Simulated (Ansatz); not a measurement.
BeCl, SMILES [Be][Cl], multiplicity 2.

Geometry: PBE-D3(BJ)/def2-TZVPD. The multiplicity is an assumed one; other spin states were not compared.

Two levels are set side by side: PBE/def2-TZVPD (Ansatz, a program for electronic structure) and PBE0/def2-TZVPD (Ansatz). Energy differences of separate SCF runs at the same geometry; the states with an electron removed or added have multiplicity 1 and 1. Differences are taken from unrounded values.

| quantity | PBE |
|---|---|
| vertical ionisation energy (eV) | 8.81 |
| vertical electron affinity (eV) | 0.97 |

Problem. These are the PBE values. What does PBE0 give? (Estimate from the structure and the level; the computed values follow.)

Solution. 
```json
[
 {"quantity": "vertical ionisation energy (eV)", "PBE0": "8.89", "PBE minus PBE0": "-0.08"},
 {"quantity": "vertical electron affinity (eV)", "PBE0": "0.92", "PBE minus PBE0": "0.04"}
]
```
